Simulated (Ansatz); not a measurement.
Question: Name a neutral molecule of B, C, F, Ga and H with HOMO energy (B3LYP/def2-TZVPP) between -8.20 and -7.90 eV and HOMO–LUMO gap (B3LYP/def2-TZVPP) between 5.90 and 6.20 eV (Ansatz, PBE0-D4/def2-TZVP geometry).

Answer: `B[CH2][Ga]([CH3])[F]` (-8.01 eV, 5.99 eV). Other molecules can fit too; these were computed, each in one conformer that needn't be the lowest.

B3LYP here is the variant with VWN-RPA as its local correlation; programs differ in this.
